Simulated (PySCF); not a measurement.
What does the PBE0-D3(BJ)/def2-SVP structure of `CN(C)B1OBOB(P)O1` look like in three dimensions?

Z-matrix in Å and degrees, rows numbered from 1:
```
C 
N   1  1.4413
C   2  1.4414  1  115.23
B   2  1.3985  1  122.36  3  -179.57
O   4  1.3902  2  120.88  1   179.46
B   5  1.3601  4  120.68  2   179.62
O   6  1.3741  5  119.99  4     0.42
B   7  1.3770  6  120.42  5    -0.65
P   8  1.9263  7  119.77  6   175.77
O   8  1.3635  7  119.69  6     0.65
H   1  1.1050  2  111.14  3    59.94
H   1  1.1049  2  111.15  3   -59.64
H   1  1.0966  2  110.16  3  -179.87
H   3  1.1049  2  111.07  1    58.97
H   3  1.1050  2  111.19  1   -60.59
H   3  1.0967  2  110.16  1   179.15
H   6  1.2037  5  120.30  4  -179.43
H   9  1.4237  8   96.31  7   141.27
H   9  1.4234  8   96.27  7    44.29
```

N2 (boron-bound nitrogen) is planar (angles 122.4°, 122.4° and 115.2°, sum 360.0°, 0.00 Å off the plane of its three neighbours). The 6-membered ring B4–O5–B6–O7–B8–O10 has internal angles of 118.5° to 120.7°; it is planar, 0.00 Å rms from its mean plane, widest ring torsion 1°. B4 (three-coordinate boron) is planar (angles 120.9°, 120.6° and 118.5°, sum 360.0°, 0.00 Å off the plane of its three neighbours). B8 (three-coordinate boron) is planar (angles 120.4°, 119.8° and 119.7°, sum 359.8°, 0.04 Å off the plane of its three neighbours).

Computed, not measured: PBE0-D3(BJ)/def2-SVP geometry optimisation, gas phase in PySCF 2.14.0.

PBE0-D3(BJ)/def2-SVP frequencies: not computed here. One conformer, not necessarily the lowest (O7–B8–P9–H 141° and 44°).
